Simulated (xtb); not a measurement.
InBr3, SMILES [Br][In]([Br])[Br]. All values are semi-empirical tight-binding results from xtb (GFN2-xTB unless named), good for trends rather than for accurate numbers. Geometry: GFN2-xTB. The isomer is the one that the SMILES or the coordinates give; other isomers of the formula were not compared.

Optimised geometry:

Bond lengths (Å): In1–Br2 2.490, In1–Br3 2.490, In1–Br4 2.490. Bond angles (°): Br2–In1–Br3 120.0, Br2–In1–Br4 120.0, Br3–In1–Br4 120.0.
Charge 0, spin multiplicity 1.

For metal compounds this method's bond lengths and energies can be far off.

Computed properties:
```
Property                                        Value
-------------------------------------  --------------
point group as xtb finds it                       D3h
orbital gap                                   2.57 eV
zero-point energy                        1.2 kcal/mol
G − E(el) at 298.15 K (modified RRHO)  -20.8 kcal/mol
```

Task: Give the atomic charges and the Wiberg bond orders between heavy atoms. (The exact figures need the calculation; the answer reports its results.)

Result: charges (e) In1 0.26, Br2 -0.09, Br3 -0.09, Br4 -0.09. Bond orders In1–Br2 1.02, In1–Br3 1.02, In1–Br4 1.02.
